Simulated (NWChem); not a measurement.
System: SiBrClF₂; SMILES F[Si](Br)(Cl)F

```xyz
5

F     -1.3097    -0.7726     1.2880
Si    -0.3955    -0.5241     0.0000
F     -1.3097    -0.7726    -1.2880
Cl     1.1221    -1.8604     0.0000
Br     0.3174     1.5304     0.0000
```
Atoms are numbered in this order, from 1.

Program: NWChem. Geometry optimised at PBE0/def2-SVP; all other runs use it. This build's default masses of Se (78.918 u) and Br (79.917 u) are each other's, which moves their modes by up to 0.6 %.

```json
[
 {"quantity": "isotropic polarisability (bohr³), static", "level": "PBE/def2-SVPD", "value": "59.4"},
 {"quantity": "vertical, lowest state with f > 0.02, singlet (eV)", "level": "PBE/def2-SVPD, TDA", "value": "6.49"},
 {"quantity": "solvation free energy (kcal/mol) in water", "level": "PBE0/def2-SVP, SMD", "value": "0.7"},
 {"quantity": "vertical ionisation energy, ΔSCF (eV)", "level": "PBE/def2-SVP", "value": "11.21"},
 {"quantity": "dipole (D)", "level": "PBE0/def2-SVP", "value": "0.86"},
 {"quantity": "highest harmonic frequency (cm⁻¹)", "level": "PBE0/def2-SVP", "value": "997"}
]
```
